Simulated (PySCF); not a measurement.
Compound: C7H10N (doublet state).
Atom-mapped SMILES: `[CH3:1][NH:2][C@@H:3]1[C@@H:4]2[CH2:5][C:6]3[C@H:7]1[C@H:8]23` (hydrogens: H9, H10, H11 on C1; H12 on N2; H13 on C3; H14 on C4; H15, H16 on C5; H17 on C7; H18 on C8)

Structure used (GFN2-xTB), in Å, numbered top down from 1:
```
atom  x, y, z in Å
C1     2.547   -0.053    0.414
N2     1.327    0.271   -0.294
C3     0.197   -0.526    0.079
C4    -1.143   -0.309   -0.661
C5    -1.514    1.166   -0.377
C6    -1.697    0.679    1.037
C7    -0.621   -0.311    1.366
C8    -1.884   -0.738    0.634
H9     3.343    0.600    0.060
H10    2.821   -1.085    0.192
H11    2.463    0.055    1.504
H12    1.122    1.259   -0.202
H13    0.507   -1.576    0.016
H14   -1.311   -0.715   -1.654
H15   -0.775    1.941   -0.579
H16   -2.458    1.430   -0.849
H17   -0.334   -0.571    2.371
H18   -2.599   -1.508    0.838
```

The hyperfine couplings belong to this conformer and change with its torsions.

Theory: UKS B3LYP, pcH-1 on C H N, non-relativistic, mean-field spin-orbit, GIAO in PySCF 2.14.0. The structure is a single GFN2-xTB conformer in the gas phase; no vibrational or solvent corrections. Couplings are sensitive to structure, and on GFN2-xTB geometries they can be far from those on DFT ones. The SCF solution wasn't tested for stability.

Question: Break the g tensor into its mass correction, gauge correction and orbital-Zeeman/spin–orbit terms.

Answer: 
| Δg (ppm) | 1 | 2 | 3 |
| --- | --- | --- | --- |
| relativistic mass correction | -161 | -161 | -161 |
| gauge correction | 15 | 19 | -4 |
| orbital Zeeman/spin–orbit | 20 | 864 | 1324 |
| total | -126 | 723 | 1159 |

So g = 2.00219, 2.00304, 2.00348 and g_iso = 2.00290; the tensor is rhombic: the two nearest values differ by 34 % of g3 − g1. 

Question: How much does each term add to the isotropic shift?

Answer: The orbital-Zeeman/spin–orbit term 736, the mass correction -161 and the gauge correction 10 ppm, for a total of 585 ppm. The orbital-Zeeman/spin–orbit term is the largest in size. The mass correction is the same along every axis, so the anisotropy comes from the other two: their spans along these axes are 23 (gauge) and 1303 ppm (orbital Zeeman/spin–orbit).

Question: What effective moment and Curie constant follow for a powder?

Answer: With the mean of g² = 4.0116 and S(S+1) = 0.75: μ_eff = √(⟨g²⟩S(S+1)) = 1.735 μB and χT = 0.12505·⟨g²⟩·S(S+1) = 0.376 cm³ K/mol (cgs; spin-Hamiltonian part alone).

Question: At 9.371 GHz, how far is the centre of the isotropic spectrum from where a free electron (g = 2.002319) resonates?

Answer: B = hν/(g μB) with μB/h = 13.99624 MHz/mT gives 334.38 mT for the free electron and 334.28 mT at g_iso, 0.10 mT lower.

Question: In a frozen sample, at which fields do the three g values resonate at 9.5, 34, 94 and 263 GHz (hyperfine left aside), and which band first spreads them over more than twice a line width of 0.5 mT?

Answer: 
```tsv
band	GHz	B(g3) mT	B(g2) mT	B(g1) mT	spread mT
X	9.5	338.79	338.86	339.00	0.22
Q	34.0	1212.50	1212.77	1213.28	0.78
W	94.0	3352.21	3352.94	3354.36	2.15
J	263.0	9379.07	9381.11	9385.08	6.02
```

The spread grows in proportion to the frequency. W band is the first where it exceeds 1.0 mT.

The largest Mulliken spin population is on C6 (+0.86). The angles at C6 add up to 264.6°, so it is pyramidal.

The HOMO–LUMO gaps are 7.18 eV among the α and 3.73 eV among the β orbitals.

Time: 70 s of wall time (with the writing of density and orbital grids); peak memory 0.97 GiB. Hardware: one thread, Arm Neoverse V2 (aarch64) (shared host).
